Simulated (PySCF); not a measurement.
These are PBE-D3(BJ)/def2-TZVP // B3LYP-D3(BJ)/def2-TZVP run with PySCF values and carry that method's errors. All species are isolated molecules in the gas phase. 

Reference species (SMILES): `F[CH]F` (neutral, multiplicity 2).

The dipole moment comes out as 1.23 D. The highest occupied spin orbital is -5.17 eV.

Changed species: `F[C]([SiH3])F` (radical fragment; the reference has radical fragment).

**Question.** What does the change do to the dipole moment and highest occupied spin orbital?

**Answer.** the dipole moment hardly moves; the highest occupied spin orbital increases by 0.47 eV, to -4.70 eV.
